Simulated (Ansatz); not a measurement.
System: sum formula WO$_{2}$Br$_{2}$, charge 1, multiplicity 2. The spin state was set by rule; other spins were not relaxed. 
Coordinates optimised at B3LYP-D3(BJ)/def2-TZVP (Ansatz, an electronic-structure program):
```
W
O 1 1.7456
O 1 1.7456 2 100.07
Br 1 2.3604 2 110.42 3 -116.38
Br 1 2.3604 2 110.42 3 116.38
```
Charge +1, spin multiplicity 2.

Total electronic energies in hartree. Cores are frozen in the correlated levels unless marked. Open shells are spin-unrestricted. No spin-orbit coupling. Frozen are the shells of the preceding noble gas and the d and f shells that filled before the atom's block. Past Kr the def2 sets carry scalar-relativistic core potentials. CBS marks a two-point X^-3 extrapolation of the correlation energy; Hartree-Fock from the larger set. The bracket is a focal-point correction in the basis named.

The UHF reference is spin-contaminated (<S^2> 0.44 over the pure value in the largest basis). The T1 diagnostic of CCSD in the largest basis is 0.051, which is high, so the coupled-cluster rows are less sure than usual.

```json
[
 {"level": "HF/def2-SVP", "program": "Ansatz", "energy (Eh)": "-5359.96550"},
 {"level": "PBE-D4/def2-TZVPD", "program": "Ansatz + dftd4", "energy (Eh)": "-5364.90717"},
 {"level": "BLYP/def2-TZVPD", "program": "Ansatz", "energy (Eh)": "-5365.81246"},
 {"level": "revPBE-D3(BJ)/def2-TZVPD", "program": "Ansatz + dftd3", "energy (Eh)": "[?]"},
 {"level": "r2SCAN/def2-TZVPD", "program": "Ansatz", "energy (Eh)": "-5365.70455"},
 {"level": "B3LYP/def2-TZVPD", "program": "Ansatz", "energy (Eh)": "-5365.81930"},
 {"level": "PBE0/def2-SVP", "program": "Ansatz", "energy (Eh)": "-5364.13890"},
 {"level": "BHLYP-D3(BJ)/def2-TZVPD", "program": "Ansatz + dftd3", "energy (Eh)": "-5365.50340"},
 {"level": "BHLYP/def2-TZVPD", "program": "Ansatz", "energy (Eh)": "-5365.48990"},
 {"level": "HSE06/def2-TZVPD", "program": "Ansatz", "energy (Eh)": "-5364.98028"},
 {"level": "CAM-B3LYP/def2-TZVPD", "program": "Ansatz", "energy (Eh)": "[?]"},
 {"level": "B2GP-PLYP-D3(BJ)/def2-TZVPD", "program": "Ansatz + dftd3", "energy (Eh)": "[?]"},
 {"level": "PBE-QIDH/def2-TZVPD", "program": "Ansatz", "energy (Eh)": "-5364.04716"},
 {"level": "MP2/def2-TZVPP", "program": "Ansatz", "energy (Eh)": "-5361.79840"},
 {"level": "RI-MP2/CBS(def2-TZVPPD,def2-QZVPPD)+[CCSD(T)-MP2]/def2-TZVPPD", "program": "Ansatz", "energy (Eh)": "-5362.1283"}
]
```

Complete the blanks.


- revPBE-D3(BJ)/def2-TZVPD, energy (Eh): -5365.37843
- CAM-B3LYP/def2-TZVPD, energy (Eh): -5365.87880
- B2GP-PLYP-D3(BJ)/def2-TZVPD, energy (Eh): -5364.25772
